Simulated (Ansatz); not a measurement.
Gas-phase electronic energies from Ansatz, PBE0-D4/def2-TZVP geometries. CCSD(T)/CBS adds triple-zeta CCSD(T) − MP2 to the extrapolated MP2 energy (def2 sets, frozen cores). This one scheme is used for every species. DFT in def2-TZVPP. B3LYP here is the variant with VWN-RPA as its local correlation; programs differ in this. One conformer a species, not always the lowest.

`OC[SiH](O)[SiH3]` + HCl → `O[SiH]([SiH3])CCl` + H₂O  (substitution at a C–O bond)

Is it downhill or uphill in electronic energy at CCSD(T)/CBS, and by how much? (Estimate.)

The calculation gave: Downhill: ΔE = -50.4 kJ/mol.

What do these levels give: r2SCAN-D4, PBE0-D4, B3LYP-D4, ωB97X-V, PBE, B3LYP, MP2/def2-TZVPP, CCSD/def2-TZVPP, CCSD(T)/def2-TZVPP, SCS-MP2/def2-QZVPP, HF/CBS(def2), CCSD/CBS(def2)? (Best estimate.)

Ansatz gave: r2SCAN-D4 -41.6, PBE0-D4 -43.6, B3LYP-D4 -42.5, ωB97X-V -41.3, PBE -38.2, B3LYP -38.7, MP2/def2-TZVPP -51.3, CCSD/def2-TZVPP -43.0, CCSD(T)/def2-TZVPP -43.9, SCS-MP2/def2-QZVPP -51.2, HF/CBS(def2) -42.8, CCSD/CBS(def2) -49.6 kJ/mol.

Largest T1 diagnostic among the species: 0.012.

The D4 term adds −3.8 kJ/mol with B3LYP and −2.0 kJ/mol with PBE0; it sums over pairs of atoms, weighted by their polarisabilities, and B3LYP, whose exchange is more repulsive, gets the larger term. From PBE to PBE0 (25 % exact exchange), in def2-TZVPP and without D4, ΔE moves by −3.4 kJ/mol.
